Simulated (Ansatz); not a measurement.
Relaxation of BrGaH₄O₃ (9 atoms, charge 0, multiplicity 1), to a largest force component of 0.03 eV/Å in at most 50 steps.

These are results of Ansatz 0.2.0, RKS PBE-D4/def2-SVP, not measurements.

```xyz
9
Properties=species:S:1:pos:R:3
Ga 0.014 -0.406 0.145
O -0.111 -0.337 1.942
H -1.035 -0.338 2.254
O 1.689 -0.381 -0.478
H 1.705 -0.523 -1.441
O -1.374 -0.558 -0.993
H -2.234 -0.613 -0.538
Br 0.133 3.079 1.118
H 0.275 1.829 1.955
```

Problem. Where does it end, and by what steps?

Solution. The forces met the threshold. After 20 steps the energy has fallen by 1.417 eV; H9 moved furthest, 1.33 Å. Parted: Br8–H9. Joined: Ga1–Br8, O2–H9.

```
step  energy less start (eV)  largest force component (eV/Å)  accepted
   0                  0.0000                           1.047       yes
   1                 -0.1188                           0.512       yes
   2                 -0.1600                           0.549       yes
   3                 -0.2167                           0.620       yes
   4                 -0.3371                           1.332       yes
   5                 -0.3985                           2.746       yes
   6                 -0.9882                           1.232       yes
   7                 -1.1706                           0.998       yes
   8                 -1.2738                           0.759       yes
   9                 -1.3311                           0.231       yes
  10                 -1.3250                           0.408        no
  11                 -1.3610                           0.202       yes
  12                 -1.3728                           0.201       yes
  13                 -1.3812                           0.322       yes
  14                 -1.3919                           0.261       yes
  15                 -1.4009                           0.651       yes
  16                 -1.4094                           0.382       yes
  17                 -1.4142                           0.138       yes
  18                 -1.3975                           0.505        no
  19                 -1.4168                           0.057       yes
  20                 -1.4171                           0.018       yes
```

```xyz
9
Properties=species:S:1:pos:R:3
Ga 0.158 0.512 -0.038
O 0.041 -0.119 1.990
H -0.864 -0.471 1.773
O 1.717 -0.034 -0.748
H 1.666 -0.985 -0.959
O -1.366 -0.517 -0.141
H -2.072 -0.128 -0.687
Br -0.101 2.801 0.261
H -0.116 0.694 2.514
```

Time of the run: 32 s on 4 threads of Arm Neoverse V2, with other jobs on the host, peak memory 0.2 GiB.
